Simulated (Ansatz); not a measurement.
Stepwise reaction of `[CH3][In]([I])[I]` with hydrogen fluoride, as a gas-phase model of exchange steps in deposition or etching. ΔE in kJ/mol.

Calculated with Ansatz (gas phase, PBE0-D4/def2-TZVP geometries, no zero-point term in ΔE). CBS: MP2 limit from def2 TZ/QZ plus the TZ coupled-cluster correction, frozen cores. This one scheme is used for every species. Functionals use def2-TZVPP. B3LYP here is the variant with VWN-RPA as its local correlation; programs differ in this. Elements past krypton have def2 core potentials. For I, In outer-core shells are correlated without core-valence functions, which leaves a few kJ/mol of doubt a bond.

```tsv
step	reaction	PBE-D4	B3LYP-D4	ωB97M-V	CCSD(T)/CBS
2	`[CH3][In]([F])[I]` + H–F → `[CH3][In]([F])[F]` + HI	80.5	80.1	81.2	92.0
```

Question: Give the row of step 1, `[CH3][In]([I])[I]` + H–F → `[CH3][In]([F])[I]` + HI. (Estimate.)

Answer: Computed: 
```
step                                              reaction  PBE-D4  B3LYP-D4  ωB97M-V  CCSD(T)/CBS
   1  `[CH3][In]([I])[I]` + H–F → `[CH3][In]([F])[I]` + HI    78.3      78.9     79.2         92.1
```

Question: By hand: ΔE of the 2 steps together at CCSD(T)/CBS.

Answer: (92.1) + (92.0) = 184.1 kJ/mol, or 92.0 kJ/mol a step.

In ΔE the steps differ by no more than 0.1 kJ/mol. All are uphill at CCSD(T)/CBS. PBE-D4 differs from CCSD(T)/CBS by -13.8 to -11.5 kJ/mol a step. Only this route is followed, and other bonds may react first. Isolated molecules leave out the surface, adducts and barriers. Largest T1 diagnostic: 0.016.
